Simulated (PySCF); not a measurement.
Working out the ionisation energy of Bi⁺

Bi⁺ [Xe] 4f14 5d10 6s2 6p2 (3P) → Bi²⁺ [Xe] 4f14 5d10 6s2 6p1 (2P). All numbers are calculated (PySCF 2.14, a scalar-relativistic core potential, in aug-cc-pVDZ-PP with ECP60MDF). Frozen: 5s2 5p6 5d10. Energies in hartree (1 hartree = 27.21139 eV):

| part | Bi⁺ (lower) | Bi²⁺ (upper) |
| --- | --- | --- |
| UHF | -213.288739 | -212.726459 |
| CCSD correlation | -0.039759 | -0.031571 |
| (T) | -0.000362 | -0.000187 |

Q: What does Hartree-Fock give?

A: (-212.726459) − (-213.288739) = 0.562280 hartree = 15.300 eV.

Q: What do CCSD and CCSD(T) give?

A: The CCSD correlation energies differ by 0.008188 hartree = 0.223 eV and the triples by 0.000175 hartree = 0.005 eV, so CCSD gives 15.523 eV and CCSD(T) 15.528 eV.

Reference: 16.703 eV (measured; NIST Atomic Spectra Database, ionization energies), between the lowest levels; spin-orbit coupling is absent from the calculation.

A double-zeta basis recovers only part of the correlation energy.

What remains against the reference includes basis incompleteness, the frozen core and higher excitations.
